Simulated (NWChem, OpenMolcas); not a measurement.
## TlBr (SMILES [Br][Tl]): methods side by side

The species is TlBr (2 atoms), meant as a singlet with charge 0. As SMILES, `[Br][Tl]`. The bond length is the measured one.

```xyz
2

Br    0.0000    0.0000    0.0000
Tl    0.0000    0.0000    2.6182
```

Each level gives the dipole moment (D). The values are calculated.

| level | kind | program | value (D) | CPU time |
| --- | --- | --- | --- | --- |
| HF/def2-TZVPPD (core potential) | Hartree–Fock | OpenMolcas | 4.72 | 18 s |
| SVWN5/def2-TZVPPD (core potential) | LDA | OpenMolcas | 4.09 | 25 s |
| PBE/def2-TZVPPD (core potential) | GGA | OpenMolcas | 4.17 | 29 s |
| r2SCAN/def2-TZVPPD (core potential) | meta-GGA | OpenMolcas | 4.30 | 35 s |
| B3LYP/def2-TZVPPD (core potential) | global hybrid | NWChem | 4.37 | 61 s |
| BHLYP/def2-TZVPPD (core potential) | global hybrid | NWChem | 4.60 | 59 s |
| PBE0/def2-TZVPPD (core potential) | global hybrid | NWChem | 4.44 | 62 s |
| CAM-B3LYP/def2-TZVPPD (core potential) | range-separated hybrid | NWChem | 4.54 | 2.9 min |

The values span 4.09 to 4.72 D. Times are those of the runs behind each value, whatever else they computed, on shared processors of several kinds: orders of magnitude only.
